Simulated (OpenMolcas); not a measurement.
Ionisation energies of selenium

| Item | Value |
| --- | --- |
| Program | OpenMolcas |
| Basis | ANO-RCC-VDZP [5s4p2d] |
| Scalar Hamiltonian | DKH2, point nucleus |
| Spin-orbit coupling | RASSI with atomic mean-field integrals over the reference wave functions, term energies averaged over their components |

Active shells in each charge state: the valence s, p shells, with orbitals averaged over the low states. Where CASPT2's correlated closed shells are named, they are those of the first ion.

A. CASSCF
B. SS-CASPT2, IPEA 0.25 Eh, imaginary shift 0.1 Eh (closed shells correlated: 3s 3p 3d)

Energies in eV between the lowest computed levels (charge -1 gives the electron affinity), named as in B; reference values from the NIST Atomic Spectra Database with their kind.

| From | To | A | B | Spin-orbit share in B | Reference |
| --- | --- | --- | --- | --- | --- |
| Se- 4s2 4p5 2P* 3/2 | Se 4s2 4p4 3P2 | 0.879 | 1.548 | -0.038 |  |
| Se 4s2 4p4 3P2 | Se+ 4s2 4p3 4S* 3/2 | 8.478 | 9.094 | +0.103 | 9.752 (measured) |
| Se+ 4s2 4p3 4S* 3/2 | Se2+ 4s2 4p2 3P0 | 20.365 | 20.899 | -0.298 | 21.196 (measured) |
| Se2+ 4s2 4p2 3P0 | Se3+ 4s2 4p 2P* 1/2 | 30.804 | 31.303 | +0.027 | 31.697 (measured) |
| Se3+ 4s2 4p 2P* 1/2 | Se4+ 4s2 1S0 | 41.728 | 42.235 | +0.292 | 42.947 (measured) |
| Se4+ 4s2 1S0 | Se5+ 4s 2S 1/2 | 66.645 | 66.724 | +0.000 | 68.300 (semi-empirical) |
| Se5+ 4s 2S 1/2 | Se6+ 3d10 1S0 | 80.773 | 80.827 | +0.000 | 81.830 (measured) |

Error against the reference values, in %:

```
From       Reference      A     B
  Se        measured  -13.1  -6.7
 Se+        measured   -3.9  -1.4
Se2+        measured   -2.8  -1.2
Se3+        measured   -2.8  -1.7
Se4+  semi-empirical   -2.4  -2.3
Se5+        measured   -1.3  -1.2
```

Mean absolute error over the 5 measured values: A 1.05 eV, B 0.61 eV. B lies closest.

No diffuse functions were added, so the electron affinity comes out too small, and without dynamic correlation a bound anion can come out unbound.

* marks odd parity.
